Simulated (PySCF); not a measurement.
Species: `C=Cc1n(ccp1)C=C`. The columns A, B, C and D hold Mulliken, IAO, Hirshfeld and ESP-fitted charges (e) of one PBE0/pcSseg-1 density (PySCF), in a shuffled order. Coordinates in Å (GFN2-xTB); the density's dipole moment is (-1.33, -2.32, -1.10) D.

| atom | x | y | z | A | B | C | D |
| --- | --- | --- | --- | --- | --- | --- | --- |
| C1 | 3.009 | 0.618 | -0.485 | -0.305 | -0.097 | -0.128 | -0.320 |
| C2 | 1.848 | -0.022 | -0.370 | -0.152 | -0.062 | -0.226 | -0.225 |
| C3 | 0.650 | 0.594 | 0.142 | -0.160 | -0.026 | -0.037 | -0.017 |
| P4 | 0.596 | 2.103 | 1.000 | +0.261 | +0.028 | +0.373 | -0.136 |
| C5 | -1.131 | 1.866 | 1.228 | -0.406 | -0.141 | -0.457 | -0.122 |
| C6 | -1.562 | 0.700 | 0.680 | -0.087 | -0.021 | +0.218 | -0.454 |
| N7 | -0.580 | -0.019 | 0.068 | -0.036 | +0.009 | -0.620 | +0.410 |
| C8 | -0.827 | -1.203 | -0.622 | -0.046 | +0.013 | +0.072 | -0.175 |
| C9 | -1.826 | -2.037 | -0.370 | -0.341 | -0.107 | -0.191 | -0.469 |
| H10 | 3.098 | 1.656 | -0.211 | +0.154 | +0.041 | +0.131 | +0.172 |
| H11 | 3.896 | 0.128 | -0.848 | +0.157 | +0.050 | +0.117 | +0.162 |
| H12 | 1.790 | -1.066 | -0.648 | +0.145 | +0.043 | +0.118 | +0.170 |
| H13 | -1.772 | 2.562 | 1.739 | +0.169 | +0.048 | +0.117 | +0.172 |
| H14 | -2.574 | 0.340 | 0.652 | +0.161 | +0.056 | +0.114 | +0.241 |
| H15 | -0.132 | -1.406 | -1.424 | +0.163 | +0.059 | +0.133 | +0.174 |
| H16 | -1.963 | -2.917 | -0.972 | +0.167 | +0.056 | +0.131 | +0.209 |
| H17 | -2.527 | -1.886 | 0.431 | +0.156 | +0.051 | +0.135 | +0.208 |

Question: Which column most likely holds the ESP-fitted charges?

Answer: D. Σ q r misses the density's dipole by 0.05 D (D), 1.39 D (B), 1.99 D (A), 3.00 D (C). Charges fitted to the outside potential are the only set here that is tied to the molecule's multipoles.

Question: And the Hirshfeld charges?

Answer: B. The mean sizes are 0.053 e (B), 0.180 e (A), 0.195 e (C), 0.226 e (D), and Hirshfeld charges are commonly the smallest of these schemes.

As computed, A = IAO, B = Hirshfeld, C = Mulliken, D = ESP-fitted. Hydrogens on carbon: IAO +0.15 to +0.17, Hirshfeld +0.04 to +0.06, Mulliken +0.11 to +0.13, ESP-fitted +0.16 to +0.24 e.

The IAO scheme counts the electrons in orthogonalised intrinsic atomic orbitals, a minimal basis polarised so that it spans the occupied orbitals exactly. The ESP scheme is a least-squares fit of atom-centred charges to the potential on four shells outside the van der Waals surface, with the total charge fixed.

Isolated species at its GFN2-xTB geometry (one conformer only).

Shape of the structure used: `[CH2:1]=[CH:2][c:3]1[p:4][cH:5][cH:6][n:7]1[CH:8]=[CH2:9]`: C1–C2–C3–P4 -14°, C6–N7–C8–C9 -28°.
